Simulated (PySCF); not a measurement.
## Calculated data, B2FH2O, AlB2H4O, B2H5O

All values are calculated (PySCF 2.14.0). Calculation on a computer-drawn molecule: the log of a Hartree-Fock and frozen-core CCSD(T) single point meant for a local Hartree-Fock minimum, with one planted fault or none, to be diagnosed. Offsets are logged minus clean, where the clean run is the same molecule without the fault. The reference is restricted for singlets and unrestricted otherwise, and also for a bond in bohr or an excited solution. Adding or removing an electron swaps singlet and doublet. The excited solution moves the top pair (singlet) or top alpha electron (doublet) to the lowest empty orbital. Highest occupied and lowest empty are orbital energies over both spins, largest force is the largest gradient component, triples share is (T) over the correlation energy, the T1 limit is 0.02 restricted and 0.045 unrestricted, electrons count all cores, a negative frequency is imaginary (commonest isotopes), and the dipole is about the centre of nuclear charge.

Common to all runs: meant multiplicity 1; logged SCF converged yes; logged CC converged yes; logged SCF stable within its kind yes; possible faults no fault, one electron removed, one electron added, multiplicity raised by two, geometry at a saddle point, SCF held on an excited solution, minimal basis STO-3G, one bond length entered in bohr, all coordinates scaled.

(1) 
```xyz
6
formula=B2FH2O meant_charge=1 meant_basis=cc-pVDZ logged_electrons=27 logged_basis_functions=66 logged_spin_squared=0.7782 logged_highest_occupied=-29.947 logged_lowest_empty=-17.434 logged_largest_force=0.16818 logged_T1_diagnostic=0.02753 logged_D1_diagnostic=0.1297 logged_triples_share=0.026884 logged_dipole_magnitude=10.077 logged_energy_HF=-223.98345 logged_energy_CCSD(T)=-224.50321 planted_fault=one_electron_removed HF_energy_offset_from_clean_run=425.8 CCSD(T)_energy_offset_from_clean_run=436.3
B     -0.5805    -1.0229     0.9414
O     -2.0384    -1.1656     1.0284
B     -3.2498    -1.2845     1.1009
F     -4.4816    -1.4054     1.1745
H      0.0159    -1.9903     1.2566
H     -0.2237     0.0377     0.5693
```

Units: logged_highest_occupied, logged_lowest_empty in eV; logged_largest_force in hartree/bohr; logged_dipole_magnitude in debye; logged_energy_HF, logged_energy_CCSD(T) in hartree; HF_energy_offset_from_clean_run, CCSD(T)_energy_offset_from_clean_run in kcal/mol.

Drawn bonds:
```
atom  other atom  order
   1           2      1
   2           3      1
   3           4      1
   1           5      1
   1           6      1
```

(2) 
```xyz
8
formula=AlB2H4O meant_charge=1 meant_basis=cc-pV(D+d)Z logged_electrons=34 logged_basis_functions=85 logged_spin_squared=2.0094 logged_highest_occupied=-13.129 logged_lowest_empty=-7.7896 logged_largest_force=0.046306 logged_T1_diagnostic=0.035227 logged_D1_diagnostic=0.14631 logged_triples_share=0.028865 logged_dipole_magnitude=1.6053 logged_energy_HF=-368.11458 logged_energy_CCSD(T)=-368.5307
B     -1.9003     1.8104     0.8099
O     -0.5190     1.6702     0.4430
B      0.6658     1.5493     0.1283
Al     2.8208     1.3286    -0.4436
H     -2.4382     0.8118     1.1436
H     -2.3344     2.9075     0.7344
H      2.9692     1.0251    -1.9594
H      3.7487     1.5216     0.7866
```

Units: logged_highest_occupied, logged_lowest_empty in eV; logged_largest_force in hartree/bohr; logged_dipole_magnitude in debye; logged_energy_HF, logged_energy_CCSD(T) in hartree.

Drawn bonds:
```
atom  other atom  order
   1           2      1
   2           3      1
   3           4      1
   1           5      1
   1           6      1
   4           7      1
   4           8      1
```

(3) 
```xyz
8
formula=B2H5O meant_charge=-1 meant_basis=aug-cc-pVDZ logged_electrons=24 logged_basis_functions=114 logged_spin_squared=0 logged_highest_occupied=-5.3162 logged_lowest_empty=3.6825 logged_largest_force=6.982e-06 logged_lowest_frequency=90.817 logged_T1_diagnostic=0.016563 logged_D1_diagnostic=0.056794 logged_triples_share=0.029593 logged_dipole_magnitude=3.1638 logged_energy_HF=-127.2083 logged_energy_CCSD(T)=-127.67785
B     -2.0219    -0.4478    -1.2454
O     -1.9787     0.2919    -2.3182
B     -1.8051    -0.1484    -3.7812
H     -1.9239    -1.6643    -1.2615
H     -2.1681     0.0844    -0.1486
H     -1.7014    -1.3853    -3.8467
H     -0.7808     0.3936    -4.2304
H     -2.7989     0.2345    -4.4220
```

Units: logged_highest_occupied, logged_lowest_empty in eV; logged_largest_force in hartree/bohr; logged_lowest_frequency in cm⁻¹; logged_dipole_magnitude in debye; logged_energy_HF, logged_energy_CCSD(T) in hartree.

Drawn bonds:
```
atom  other atom  order
   1           2      1
   2           3      1
   1           4      1
   1           5      1
   3           6      1
   3           7      1
   3           8      1
```

(4) 
```xyz
8
formula=B2H5O meant_charge=-1 meant_basis=aug-cc-pVDZ logged_electrons=24 logged_basis_functions=114 logged_spin_squared=0 logged_highest_occupied=-5.4184 logged_lowest_empty=3.7121 logged_largest_force=0.059892 logged_T1_diagnostic=0.020006 logged_D1_diagnostic=0.071508 logged_triples_share=0.033349 logged_dipole_magnitude=3.4215 logged_energy_HF=-127.1686 logged_energy_CCSD(T)=-127.65053
B     -2.2018    -0.4876    -1.3562
O     -2.1548     0.3179    -2.5245
B     -1.9658    -0.1616    -4.1177
H     -2.0951    -1.8125    -1.3738
H     -2.3611     0.0919    -0.1618
H     -1.8528    -1.5086    -4.1891
H     -0.8502     0.4287    -4.6069
H     -3.0480     0.2554    -4.8155
```

Units: logged_highest_occupied, logged_lowest_empty in eV; logged_largest_force in hartree/bohr; logged_dipole_magnitude in debye; logged_energy_HF, logged_energy_CCSD(T) in hartree.

Drawn bonds:
```
atom  other atom  order
   1           2      1
   2           3      1
   1           4      1
   1           5      1
   3           6      1
   3           7      1
   3           8      1
```

Notes: T1 above single-reference limit.

Questions
1. Which fault was planted in the run of AlB2H4O (entry 2)?
2. Give the missing planted fault for B2H5O (entry 3).
3. B2H5O (entry 4): planted fault?

## Answers
1. multiplicity raised by two
2. no fault
3. all coordinates scaled, by +8.9 %

Further results for AlB2H4O (entry 2):

```
HF energy offset from clean run      : 106.5 kcal/mol
CCSD(T) energy offset from clean run : 115.1 kcal/mol
```

Further results for B2H5O (entry 3):

```
HF energy offset from clean run      : 0 kcal/mol
CCSD(T) energy offset from clean run : 0 kcal/mol
```

Further results for B2H5O (entry 4):

```
HF energy offset from clean run      : 24.91 kcal/mol
CCSD(T) energy offset from clean run : 17.14 kcal/mol
```
